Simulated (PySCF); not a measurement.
Structure with atom numbers: `[F:1][C@@H:2]1[CH:3]=[CH:4][O:5][C@@H:6]1[O:7][C:8]([F:9])([F:10])[F:11]` (H(Xn): hydrogen on atom n).

- structure optimised with GFN2-xTB
- PBE0/pcSseg-1 with gauge-including orbitals
- program: PySCF 2.14.0 with density-fitted response routines
- relativity neglected, in vacuum, a single conformation, fast rotation and ring inversion assumed for equivalent nuclei

Q: Predict the 2D correlation tables (HSQC, COSY, HMBC).

A: 

HSQC (one-bond C–H):
```tsv
δH	δC
6.71 (H(C4))	158.0 (C4)
6.17 (H(C2))	97.5 (C2)
5.96 (H(C6))	100.0 (C6)
5.54 (H(C3))	108.1 (C3)
```

COSY cross peaks (H two or three bonds apart, from the bond graph; peaks can be absent where the dihedral angle is near 90°):
```tsv
δH	δH
6.71 (H(C4))	5.54 (H(C3))
6.17 (H(C2))	5.96 (H(C6))
6.17 (H(C2))	5.54 (H(C3))
```

HMBC (two and three bonds, from the bond graph):
```tsv
δH	δC
6.71 (H(C4))	108.1 (C3), 100.0 (C6), 97.5 (C2)
6.17 (H(C2))	158.0 (C4), 108.1 (C3), 100.0 (C6)
5.96 (H(C6))	158.0 (C4), 130.9 (C8), 108.1 (C3), 97.5 (C2)
5.54 (H(C3))	158.0 (C4), 100.0 (C6), 97.5 (C2)
```

References, each an isolated molecule treated in the same way: ¹H (31.72 ppm) and ¹³C (186.93 ppm) vs TMS.

Shifts are as computed. Against solution values, carbons near 30 ppm lie about +3 ppm off and those near 130 ppm about +5 ppm. Of 1309 compounds with measured shifts, 239 miss one by over three times the rms of a fit or turn the order of signals round; such compounds aren't used in these exercises.
